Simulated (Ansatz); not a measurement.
Stepwise reaction of `[CH3][SnH]([CH3])[SiH3]` with hydrogen, as a gas-phase model of exchange steps in deposition or etching. ΔE in kJ/mol.

Gas-phase electronic energies from Ansatz, PBE0-D4/def2-TZVP geometries. CCSD(T)/CBS is the MP2 limit (def2-TZVPP, def2-QZVPP) plus CCSD(T) − MP2 in def2-TZVPP, frozen cores. This one scheme is used for every species. Functionals use def2-TZVPP. B3LYP here is the variant with VWN-RPA as its local correlation; programs differ in this. def2 core potentials past Kr. For Sn outer-core shells are correlated without core-valence functions, which leaves a few kJ/mol of doubt a bond.

| step | reaction | PBE-D4 | B3LYP-D4 | ωB97M-V | CCSD(T)/CBS |
| --- | --- | --- | --- | --- | --- |
| 1 | `[CH3][SnH]([CH3])[SiH3]` + H₂ → `[CH3][SnH2][SiH3]` + CH₄ | -42.6 | -46.8 | -45.8 | -37.7 |

(1) Give the row of step 2, `[CH3][SnH2][SiH3]` + H₂ → `[SiH3][SnH3]` + CH₄. (An estimate is asked.)

(2) By hand: ΔE of the 2 steps together at CCSD(T)/CBS.

Results:

(1) Computed: 
| step | reaction | PBE-D4 | B3LYP-D4 | ωB97M-V | CCSD(T)/CBS |
| --- | --- | --- | --- | --- | --- |
| 2 | `[CH3][SnH2][SiH3]` + H₂ → `[SiH3][SnH3]` + CH₄ | -43.4 | -47.8 | -46.9 | -38.6 |

(2) (-37.7) + (-38.6) = -76.3 kJ/mol, or -38.2 kJ/mol a step.

In ΔE the steps differ by no more than 0.9 kJ/mol. All are downhill at CCSD(T)/CBS. PBE-D4 differs from CCSD(T)/CBS by -4.9 to -4.8 kJ/mol a step. Isolated molecules leave out the surface, adducts and barriers. Largest T1 diagnostic: 0.013.
